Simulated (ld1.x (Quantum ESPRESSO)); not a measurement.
## Reading a pseudo-wave (Cu (Z = 29))

Columns: radius, all-electron u(r) and pseudo u(r) of the 3p shell (level -72.03 eV) of copper in the configuration [Ne] 3s2 3p6 3d10 4s1 4p0; LDA (PZ), scalar-relativistic, TM semilocal scheme, ld1.x (Quantum ESPRESSO) 7.5.

```json
{"r (bohr)": "0.120", "all-electron": "0.6566", "pseudo": "-0.1219"}
{"r (bohr)": "0.240", "all-electron": "0.1384", "pseudo": "-0.4361"}
{"r (bohr)": "0.360", "all-electron": "-0.6327", "pseudo": "-0.8112"}
{"r (bohr)": "0.480", "all-electron": "-1.0941", "pseudo": "-1.1015"}
{"r (bohr)": "0.600", "all-electron": "-1.2401", "pseudo": "-1.2239"}
{"r (bohr)": "0.720", "all-electron": "-1.1931", "pseudo": "-1.1874"}
{"r (bohr)": "0.840", "all-electron": "-1.0562", "pseudo": "-1.0557"}
{"r (bohr)": "0.960", "all-electron": "-0.8917", "pseudo": "-0.8917"}
{"r (bohr)": "1.080", "all-electron": "-0.7311", "pseudo": "-0.7311"}
{"r (bohr)": "1.200", "all-electron": "-0.5881", "pseudo": "-0.5881"}
{"r (bohr)": "1.320", "all-electron": "-0.4670", "pseudo": "-0.4670"}
{"r (bohr)": "1.440", "all-electron": "-0.3674", "pseudo": "-0.3674"}
{"r (bohr)": "1.560", "all-electron": "-0.2871", "pseudo": "-0.2871"}
{"r (bohr)": "1.680", "all-electron": "-0.2233", "pseudo": "-0.2233"}
{"r (bohr)": "1.800", "all-electron": "-0.1730", "pseudo": "-0.1730"}
{"r (bohr)": "1.920", "all-electron": "-0.1336", "pseudo": "-0.1336"}
{"r (bohr)": "2.040", "all-electron": "-0.1030", "pseudo": "-0.1030"}
{"r (bohr)": "2.160", "all-electron": "-0.0792", "pseudo": "-0.0792"}
{"r (bohr)": "2.280", "all-electron": "-0.0608", "pseudo": "-0.0608"}
{"r (bohr)": "2.400", "all-electron": "-0.0467", "pseudo": "-0.0467"}
{"r (bohr)": "2.520", "all-electron": "-0.0358", "pseudo": "-0.0358"}
{"r (bohr)": "2.640", "all-electron": "-0.0274", "pseudo": "-0.0274"}
{"r (bohr)": "2.760", "all-electron": "-0.0209", "pseudo": "-0.0209"}
{"r (bohr)": "2.880", "all-electron": "-0.0160", "pseudo": "-0.0160"}
{"r (bohr)": "3.000", "all-electron": "-0.0122", "pseudo": "-0.0122"}
{"r (bohr)": "3.120", "all-electron": "-0.0093", "pseudo": "-0.0093"}
```

How many radial nodes do the two functions have?

The all-electron 3p function has n − l − 1 = 1; the pseudo-wave has 0, since the states of the same l below it are removed with the core.

At about which radius was the pseudo-wave matched?

1.00 bohr. The columns agree to 0.0005 from 0.84 bohr on; several derivatives are matched, so the curves merge somewhat inside the radius.

Is the pseudo-wave norm-conserving?

Yes: the TM semilocal scheme keeps the norm inside the radius equal to the all-electron one, which fixes the energy derivative of the logarithmic derivative at the level.
